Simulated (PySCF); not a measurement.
MFCl across group 14

Level: PBE0, basis family def2-TZVP, scalar-relativistic core potentials from Rb on and no relativity for lighter atoms.

Each entry is the lowest minimum that a search over a few typed start shapes (and spin states, where more than one is plausible) found, or that minimum re-optimised at the stated level; isomers with ligand–ligand bonds, or fragments after loss of a ligand pair, can lie lower. Open shells are unrestricted; no spin–orbit coupling; PySCF with density fitting.

```
molecule  2S+1  point group  mean bond to the central atom (Å)  highest ω (cm⁻¹)  gap (eV)  atomisation (kJ/mol)  distinct angles (°)
    CFCl     1           Cs                              1.515              1209      5.18                   906                  107
   GeFCl     1           Cs                              1.964               674      5.59                   925                   98
   SnFCl     1           Cs                              2.148               594      5.35                   877                   97
```

Left out of the table are members whose search was unfinished or whose lowest solution was spin-contaminated, unstable, very soft or bonded differently.
